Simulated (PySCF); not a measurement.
# C₆ coefficients of unlike pairs at PBEsol

Calculated with PySCF 2.14 from the dipole response of each species, C₆(A,B) = (3/π) ∫ α_A(iu) α_B(iu) du, in atomic units, from isotropic polarisabilities. For ions this is the dispersion term alone; charge-induced terms of lower order in 1/R come first.

```csv
species,configuration,basis,relativity,α (bohr³),C₆ (like pair)
P²⁺,[Ne] 3s2 3p1 (2P),aug-cc-pVTZ-DK (6s5p3d2f),spin-free X2C,9.123,32.71
As²⁺,[Ar] 3d10 4s2 4p1 (2P),"x2c-TZVPPall with one added diffuse shell each of s, p, d type (7s6p5d1f)",spin-free X2C,10.06,42.86
B⁺,[He] 2s2 (1S),aug-cc-pVTZ-DK (5s4p3d2f),spin-free X2C,10.74,29.40
Ne,[Ne] (1S),"x2c-QZVPPall with one added diffuse shell each of s, p, d, f type (8s5p4d3f1g)",spin-free X2C,2.915,7.199
```

Q: Estimate C₆ for As²⁺ with P²⁺.

A: The integral gives 37.39. The combination rule 2 C_A C_B / (C_A α_B/α_A + C_B α_A/α_B) gives 37.41 and the geometric mean 37.44.

No spin-orbit coupling is included.

The other pairs:

```
    pair     C₆
Ne, As²⁺  16.54
  Ne, B⁺  12.32
B⁺, As²⁺  34.46
 B⁺, P²⁺  30.38
 Ne, P²⁺  14.17
```
